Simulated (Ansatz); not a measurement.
Consider the ligand exchange at the In–O bond: `FB[O][InH2]` + `O[SiH3]` → `[SiH3][O][InH2]` + `OBF`.

Program: Ansatz. Geometries: PBE0-D4/def2-TZVP. ΔE: electronic, gas phase. CBS: MP2 limit from def2 TZ/QZ plus the TZ coupled-cluster correction, frozen cores. This one scheme is used for every species. Functionals use def2-TZVPP. Elements past krypton have def2 core potentials. For In outer-core shells are correlated without core-valence functions, which leaves a few kJ/mol of doubt a bond. One conformer a species, not always the lowest.

Question: Is it downhill or uphill in electronic energy at CCSD(T)/CBS, and by how much? (Best estimate.)

Answer: The calculation gave: Nearly level: ΔE = +0.01 eV.

Question: What do these levels give: revPBE-D4, BLYP-D4, B2PLYP, PBE0, BHLYP, HF/def2-QZVPP? (Best estimate.)

Answer: The calculation gave: revPBE-D4 0.00, BLYP-D4 -0.02, B2PLYP -0.01, PBE0 -0.01, BHLYP -0.03, HF/def2-QZVPP -0.08 eV.

Largest T1 diagnostic among the species: 0.016.

Leaving LDA and LC-ωPBE aside and taking each functional with its dispersion term where it has one, the values, not all of them listed here, spread over 0.07 eV, from BHLYP-D4 to ωB97M-V. At CCSD(T), def2-SVP lies −0.04 eV from the extrapolated value and def2-TZVPP −0.01 eV.
